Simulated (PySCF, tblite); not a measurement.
Isomers of [C6H7NO2P]- (charge -1). Calculated harmonic vibrations of the isolated species, GFN2-xTB (tblite), most abundant isotopes, no scaling. This tight-binding method is rough: wavenumbers can miss measured ones by several per cent, in bad cases by 10 to 20. One conformer each.

Electronic energies: PBE0/pcSseg-1 single points on the GFN2-xTB geometries (PySCF, gas phase).

| SMILES | electronic energy, lowest = 0 (kcal/mol) |
| --- | --- |
| C[P@](=O)([O-])c1ccccn1 | 7.3 |
| C[P@](=O)([O-])c1ccncc1 | 0.0 |
| C[P@@](=O)([O-])c1cccnc1 | 1.1 |

Question: How do GFN2-xTB zero-point energies change the relative energies?

Answer: 
```tsv
SMILES	ZPE (kcal/mol)	of it from modes above 1550 cm⁻¹	electronic (kcal/mol)	with ZPE, lowest = 0 (kcal/mol)	lowest mode (cm⁻¹)	rings
C[P@](=O)([O-])c1ccncc1	75.4	34.8	0.0	0.0	10	1
C[P@@](=O)([O-])c1cccnc1	75.4	34.8	1.1	1.1	21	1
C[P@](=O)([O-])c1ccccn1	75.3	34.7	7.3	7.2	32	1
```

The zero-point energies span 0.1 kcal/mol, from `C[P@](=O)([O-])c1ccccn1` to `C[P@@](=O)([O-])c1cccnc1`. The order is unchanged.

Question: And how do the electronic energies of GFN2-xTB itself compare?

Answer: `C[P@](=O)([O-])c1ccncc1` 0.0; `C[P@@](=O)([O-])c1cccnc1` 0.6; `C[P@](=O)([O-])c1ccccn1` 3.5 kcal/mol, lowest = 0. Against the energies above, taken from the same isomer `C[P@](=O)([O-])c1ccncc1`, the largest difference is 3.8 kcal/mol.
